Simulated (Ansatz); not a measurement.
The cluster Sn4Se4 (the lowest singlet isomer of a short search) was relaxed with PBE-D4 (def2-SVP) in Ansatz in these states: neutral quintet, neutral singlet, neutral triplet. The geometries follow in no particular order.

In the def2 sets Sn takes a core potential; there is no spin–orbit coupling.

A:

```xyz
8

Sn    2.482    0.022    0.421
Sn   -1.713   -1.849    0.123
Sn   -0.764    1.408    1.944
Sn   -0.006    0.418   -2.489
Se    0.864   -1.755   -1.136
Se   -2.067    0.753   -0.521
Se    0.340   -1.065    1.967
Se    0.865    2.067   -0.309
```

B:

```xyz
8

Sn    0.995   -0.853    1.959
Sn    1.382    1.674   -0.918
Sn   -0.271   -1.740   -1.566
Sn   -2.106    0.919    0.525
Se    0.282    1.812    1.630
Se   -1.036    0.888   -2.039
Se    2.193   -0.957   -0.546
Se   -1.438   -1.743    0.955
```

C:

```xyz
8

Sn    0.448   -2.242   -0.041
Sn   -1.784    0.735    1.612
Sn    1.569    1.399    0.899
Sn   -0.288    0.131   -2.494
Se   -1.919   -1.121   -0.663
Se   -0.638    2.189   -0.425
Se    0.507   -0.685    2.296
Se    2.105   -0.406   -1.184
```

Q: Judge from the bond lengths which geometry belongs to which state (an estimate).

A: A is the neutral quintet (Sn3–Se6 2.864 Å, Sn1–Se5 2.864 Å, Sn4–Se6 2.870 Å); B is the neutral singlet (Sn3–Se6 2.778 Å, Sn1–Se5 2.778 Å, Sn4–Se6 2.778 Å); C is the neutral triplet (Sn3–Se6 2.693 Å, Sn1–Se5 2.693 Å, Sn4–Se6 2.939 Å).

At PBE0-D4/def2-SVP a singlet lies 4.42 eV below the neutral quintet. At PBE0-D4/def2-SVP a singlet lies 2.13 eV below the neutral triplet. These are the stationary points nearest to one start from a short search; other shapes may lie lower in each state.
